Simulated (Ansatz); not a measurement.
Coupled-cluster run, `[GeH3][CH]1[CH2][GaH]1`.

```yaml
crystal:
  periodic: [false, false, false]
  atoms:
    - {symbol: Ge, position_ang: [-0.865984, 1.108807, -0.233554]}
    - {symbol: C, position_ang: [-0.232186, -0.428575, 0.740195]}
    - {symbol: C, position_ang: [1.114681, -0.559439, 0.910312]}
    - {symbol: Ga, position_ang: [1.000718, -0.982772, -1.448839]}
    - {symbol: H, position_ang: [-2.336970, 1.044866, -0.646160]}
    - {symbol: H, position_ang: [-0.540075, 2.434218, 0.478324]}
    - {symbol: H, position_ang: [0.109419, 1.077865, -1.486259]}
    - {symbol: H, position_ang: [-0.899227, -1.248241, 0.978980]}
    - {symbol: H, position_ang: [1.551512, -1.444020, 1.366562]}
    - {symbol: H, position_ang: [1.784677, 0.289442, 0.814789]}
    - {symbol: H, position_ang: [-0.621165, -1.349150, -1.453751]}
basis:
  gaussian: {orbitals: def2-SVP}
correlation: {method: ccsd_t}
```

```sh
$ ansatz run in.yaml --threads 4 --pin off --events-out ev --progress --plain
```

Output of Ansatz, abridged:

```
Functional definition: HF
1284 factors; integrals over basis functions are off by at most 1.5e-3 eV
mean field evaluation 1: about -110959.0367 eV, gradient 2.6e1 eV
mean field evaluation 2: about -110959.0847 eV, gradient 2.6e1 eV
mean field evaluation 4: about -110961.6846 eV, gradient 3.5e0 eV
mean field evaluation 8: about -110961.7614 eV, gradient 1.3e-1 eV
mean field evaluation 16: about -110961.7074 eV, gradient 9.3e-1 eV
mean field -110961.76160617 eV, -4077.7695264432 hartree, gradient 3.8e-6 eV, S^2 0.000000; 0 other end points of the search recorded, 0 dependent functions left out
20 core orbitals not correlated: weight in the atoms' cores, before any rotation towards them, 1.000 or more for the frozen orbitals, at most 0.000 for the correlated occupied ones
reference -110961.76160617 eV, -4077.7695264432 hartree; 21, 21 occupied and 86, 86 virtual orbitals, 1284 factors
second order -19.93325929 eV of doubles, -0.00000000 eV of singles
cycle   1  -19.85707088 eV  change    7.6e-2 eV  update   1.3e-1
cycle   2  -20.61949856 eV  change   -7.6e-1 eV  update   4.1e-2
cycle   3  -20.75545644 eV  change   -1.4e-1 eV  update   2.2e-2
cycle   4  -20.74103895 eV  change    1.4e-2 eV  update   6.1e-3
cycle   5  -20.74298222 eV  change   -1.9e-3 eV  update   3.7e-3
cycle   6  -20.74267939 eV  change    3.0e-4 eV  update   1.4e-3
cycle   7  -20.74234512 eV  change    3.3e-4 eV  update   7.2e-4
cycle   8  -20.74238156 eV  change   -3.6e-5 eV  update   2.1e-4
cycle   9  -20.74241831 eV  change   -3.7e-5 eV  update   6.6e-5
cycle  10  -20.74237911 eV  change    3.9e-5 eV  update   2.2e-5
perturbative correction -0.77843441 eV, -0.0286069368 hartree
Total energy: -110983.28241969 eV, -4078.5604017527 hartree
```

It took 17 s on 4 threads of a server CPU on a shared host, with 0.77 GiB of host memory at the peak.

The correlation energy is -21.521 eV, 3.6 % of it from (T); the T1 diagnostic reads 0.0134.
